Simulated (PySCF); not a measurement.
C5H7Cl3Si.
Structure used (PBE0-D3(BJ)/def2-SVP), in Å, numbered top down from 1:
```xyz
16
C5H7Cl3Si angstrom
Cl    -1.4026   -1.7908   -0.9971
C     -1.8177   -0.5764    0.2425
Cl    -2.9150   -1.3405    1.4332
Cl    -2.6930    0.7722   -0.5321
C     -0.5621   -0.0477    0.9155
C      0.2411   -1.1114    1.6205
C      1.4920   -1.3638    1.2115
C      2.0768   -0.5949    0.0588
Si     0.7385    0.7018   -0.2921
H     -0.9127    0.7180    1.6291
H     -0.2187   -1.6643    2.4453
H      2.0910   -2.1354    1.7085
H      2.2615   -1.2574   -0.8048
H      3.0501   -0.1471    0.3190
H      1.1300    2.0625    0.1830
H      0.2936    0.7845   -1.7098
```

The closed-shell ground state was solved at several levels (PySCF, density fitting, gas phase, non-relativistic).

```
           level  basis functions  HOMO (eV)  LUMO (eV)  gap (eV)  dipole (D)
wB97X-D/pcSseg-1              216      -9.51       0.90     10.41        2.50
   PBE0/pcSseg-1              216      -7.67      -0.89      6.78        2.46
```

Problem. Estimate the row for CAM-B3LYP/def2-SVPD, a basis of 261 functions; the other rows only guide the guess.

Solution. HOMO -8.95 eV, LUMO 0.18 eV, gap 9.13 eV, dipole 2.38 D.

Problem. Over all these levels, which gives the widest orbital gap and which the narrowest?

Solution. wB97X-D/pcSseg-1 (range-separated hybrid) has the widest, 10.41 eV, and PBE0/pcSseg-1 (global hybrid, 25 % exact exchange) the narrowest, 6.78 eV. The two share the basis. From the narrowest to the widest the HOMO moves by -1.84 eV and the LUMO by +1.79 eV.

Problem. How far do the dipole and the HOMO energy spread over the levels?

Solution. The dipole runs from 2.38 to 2.50 D (mean 2.45 D) and the HOMO from -9.51 to -7.67 eV.
